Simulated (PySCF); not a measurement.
**Dipole response of Sr (strontium, neutral)**

[Kr] 5s1 5p1, high-spin 3P determinant (an excited configuration). Computed with PySCF 2.14 in aug-cc-pwCVTZ-X2C with one added diffuse shell each of s, p, d, f type (11s10p8d4f, 109 functions), with scalar relativity by spin-free X2C-1e. Coupled (time-dependent) response in atomic units; α is the mean over directions.

| method | mean α (bohr³) | α xx, yy, zz | C₆ (like pair) | S(−4) |
| --- | --- | --- | --- | --- |
| UHF | 391.3 | 374.2, 425.5, 374.2 | 5977 | 241900 |
| PBE0 | 1808 | 2375, 675.0, 2375 | 9660 | 364600000 |

S(−4) is the Cauchy moment in α(ω) = α(0) + S(−4) ω² + …

Spin-orbit coupling is absent.

α(iu) at UHF:

```
u (hartree)  α(iu) (bohr³)
          0          391.3
     0.0500          192.7
      0.100          101.5
      0.200          42.69
      0.300          24.35
      0.500          12.33
      0.750          7.433
       1.00          5.174
       1.50          2.969
       2.00          1.916
       3.00         0.9776
       5.00         0.3956
```

A single London oscillator, α(iu) = α/(1 + u²/ω²), gives C₆ = (3/4) ω α². Matching the computed C₆ needs ω = 4 × 5977 / (3 × 391.3²) = 0.0520 hartree.

The components differ because the open shell of this determinant is not spherical; for a pure term their mean is the scalar polarisability.
